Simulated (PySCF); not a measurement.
Radial density of Ge+ (germanium, charge +1)

PBE0, [Ar] 3d10 4s2 4p1, 2P determinant. Calculation: PySCF 2.14, in Sapporo-DKH3-DZP-2012; scalar relativity by spin-free X2C-1e.

| r (bohr) | 4πr²ρ (e/bohr) | 4πr²(ρα − ρβ) |
| --- | --- | --- |
| 0.000915 | 0.3799 | 0.0000 |
| 0.00154 | 0.9359 | 0.0000 |
| 0.00259 | 2.261 | 0.0000 |
| 0.00436 | 5.209 | -0.0001 |
| 0.00733 | 11.29 | -0.0001 |
| 0.0123 | 21.74 | -0.0001 |
| 0.0207 | 34.20 | 0.0004 |
| 0.0349 | 39.22 | 0.0035 |
| 0.0586 | 32.59 | 0.0131 |
| 0.0986 | 37.01 | 0.0255 |
| 0.166 | 44.71 | 0.0088 |
| 0.279 | 24.58 | -0.0010 |
| 0.469 | 28.22 | 0.0534 |
| 0.790 | 18.07 | -0.0055 |
| 1.33 | 4.027 | 0.2104 |
| 2.23 | 1.547 | 0.4605 |
| 3.76 | 0.2562 | 0.1532 |
| 6.32 | 0.004585 | 0.0035 |

Densities and radii are taken from the X2C orbitals without a picture-change correction, which distorts them close to the nucleus.

(1) Where is the radial spin density 4πr²(ρα − ρβ) most negative, and why is it negative at all?

## Answers

(1) Around r = 0.790 bohr, down to -0.0055 e/bohr: exchange with the open shell polarises the paired shells in an unrestricted calculation.
